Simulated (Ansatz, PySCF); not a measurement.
This PySCF input computes a B3LYP/def2-TZVPD energy:

```python
from pyscf import gto, scf, dft

mol = gto.M(
    atom='''
    C    -1.59854954   -0.49042414   -0.27468231
    Si    0.25298279   -0.22799580   -0.24605654
    F     0.77413874   -0.44862135    1.25603515
    F     0.55373608    1.30874576   -0.59894665
    H    -1.84505168   -1.51241822    0.01354687
    H    -1.99759743   -0.29610403   -1.27032870
    H    -2.05868609    0.20188856    0.43587070
    ''',
    basis='def2-tzvpd',
    charge=0,
    spin=1,
    verbose=4,
)

mf = dft.UKS(mol, xc='b3lyp').density_fit(auxbasis='def2-universal-jkfit')
mf.grids.level = 3
mf.conv_tol = 1e-9
mf.max_cycle = 100
mf.max_memory = 1500
mf.kernel()
if not mf.converged:
    mf = mf.newton()
    mf.kernel(mf.make_rdm1())
for _ in range(2):
    mo, _, stable, _ = mf.stability(return_status=True)
    if stable:
        break
    mf.kernel(mf.make_rdm1(mo, mf.mo_occ))
mf.analyze()
```

Problem. Write an input for the same energy in Ansatz (a quantum-chemistry and plane-wave program) and say what it gives.

Solution. 
Ansatz 0.2 input:
```yaml
crystal:
  periodic: [false, false, false]
  atoms:
    - {symbol: C, position_ang: [-1.59854954, -0.49042414, -0.27468231]}
    - {symbol: Si, position_ang: [0.25298279, -0.22799580, -0.24605654]}
    - {symbol: F, position_ang: [0.77413874, -0.44862135, 1.25603515]}
    - {symbol: F, position_ang: [0.55373608, 1.30874576, -0.59894665]}
    - {symbol: H, position_ang: [-1.84505168, -1.51241822, 0.01354687]}
    - {symbol: H, position_ang: [-1.99759743, -0.29610403, -1.27032870]}
    - {symbol: H, position_ang: [-2.05868609, 0.20188856, 0.43587070]}
basis:
  gaussian:
    orbitals: def2-TZVPD
hamiltonian:
  xc: {name: B3LYP}
magnetization: {spin_polarized: true, initial_magnetization: 1}
output: {forces: true}
```
It gives -529.32562 Eh, and PySCF -529.32570 Eh, a difference of 0.08 mEh, from the treatment of integrals and grids.

It need not be the lowest isomer of its formula.
